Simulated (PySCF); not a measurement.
silylarsine (H$_{5}$AsSi), singlet, at a GFN2-xTB geometry; PySCF with PBE0/def2-SV(P).

The PySCF input:
```python
from pyscf import gto, scf, dft

mol = gto.M(
    atom='''
Si   -1.492962    0.170531    0.316143
As    0.753713   -0.075921   -0.219040
H    -2.293675   -0.779902   -0.466881
H    -1.939011    1.525361   -0.034321
H    -1.819090   -0.044947    1.730894
H     0.886343   -1.320446    0.609663
H     1.194382    0.737893    0.962948
''',
    basis='def2-sv(p)',
    charge=0,
    spin=0,
    verbose=4,
)

mf = dft.RKS(mol)
mf.xc = 'pbe0'
mf.kernel()
mf.analyze()
```

The log (banner, timings and long lists left out):

```
PySCF version 2.14.0

[INPUT] verbose = 4
[INPUT] num. atoms = 7
[INPUT] num. electrons = 52
[INPUT] charge = 0
[INPUT] spin (= nelec alpha-beta = 2S) = 0
[INPUT] symmetry False subgroup None
[INPUT] Mole.unit = angstrom
[INPUT] Symbol           X                Y                Z      unit          X                Y                Z       unit  Magmom
[...]
nuclear repulsion = 167.27401853342
number of shells = 30
number of NR pGTOs = 130
number of NR cGTOs = 60
basis = def2-sv(p)
ecp = {}

******** <class 'pyscf.dft.rks.RKS'> ********
method = RKS
initial guess = minao
damping factor = 0
level_shift factor = 0
DIIS = <class 'pyscf.scf.diis.CDIIS'>
diis_start_cycle = 1
diis_space = 8
diis_damp = 0
SCF conv_tol = 1e-09
SCF conv_tol_grad = None
SCF max_cycles = 50
direct_scf = True
direct_scf_tol = 1e-13
XC library pyscf.dft.libxc version 7.1.2
    S. Lehtola, C. Steigemann, M. J. T. Oliveira, and M. A. L. Marques,  SoftwareX 7, 1–5 (2018)
XC functionals = pbe0
    C. Adamo and V. Barone,  J. Chem. Phys. 110, 6158 (1999)
    M. Ernzerhof and G. E. Scuseria,  J. Chem. Phys. 110, 5029 (1999)
radial grids:
    Treutler-Ahlrichs [JCP 102, 346 (1995); DOI:10.1063/1.469408] (M4) radial grids

becke partition: Becke, JCP 88, 2547 (1988); DOI:10.1063/1.454033
pruning grids: <function nwchem_prune>
grids dens level: 3
symmetrized grids: False
atomic radii adjust function: <function treutler_atomic_radii_adjust>
small_rho_cutoff = 0
Set gradient conv threshold to 3.16228e-05
Initial guess from minao.
tot grids = 88648
init E= -2526.711852909
[...]
cycle= 1 E= -2527.58082338928  delta_E= -0.869  |g|= 0.15  |ddm|= 2.27
[...]
cycle= 2 E= -2527.58384681835  delta_E= -0.00302  |g|= 0.0843  |ddm|= 0.307
[...]
cycle= 3 E= -2527.58544061215  delta_E= -0.00159  |g|= 0.0124  |ddm|= 0.123
[...]
cycle= 4 E= -2527.58550104362  delta_E= -6.04e-05  |g|= 0.00589  |ddm|= 0.0275
[...]
cycle= 5 E= -2527.58550883382  delta_E= -7.79e-06  |g|= 0.000924  |ddm|= 0.00852
[...]
cycle= 6 E= -2527.58550900191  delta_E= -1.68e-07  |g|= 0.00014  |ddm|= 0.00159
[...]
cycle= 7 E= -2527.58550900783  delta_E= -5.92e-09  |g|= 3.56e-05  |ddm|= 0.000334
[...]
cycle= 8 E= -2527.58550900834  delta_E= -5.05e-10  |g|= 6.94e-06  |ddm|= 6.37e-05
[...]
Extra cycle  E= -2527.58550900834  delta_E= -2.73e-12  |g|= 5.94e-06  |ddm|= 2.17e-05
converged SCF energy = -2527.58550900834
**** SCF Summaries ****
Total Energy =                       -2527.585509008337795
Nuclear Repulsion Energy =             167.274018533420303
One-electron Energy =                -3852.034336031013027
Two-electron Energy =                 1157.174808489255156
Two-electron Coulomb Energy =         1262.628337495682672
DFT Exchange-Correlation Energy =     -105.453529006427459
HOMO-LUMO gap [eV] =                     8.139144581413639
**** MO energy ****
[...]
 ** Mulliken pop on meta-lowdin orthogonal AOs  **
 ** Mulliken pop  **
 ** Mulliken atomic charges  **
charge of    0Si =      0.31820
charge of    1As =     -0.07618
charge of    2H =     -0.08140
charge of    3H =     -0.08118
charge of    4H =     -0.08475
charge of    5H =      0.00274
charge of    6H =      0.00258
Dipole moment(X, Y, Z, Debye):  0.02897, -0.08880,  0.48908
```
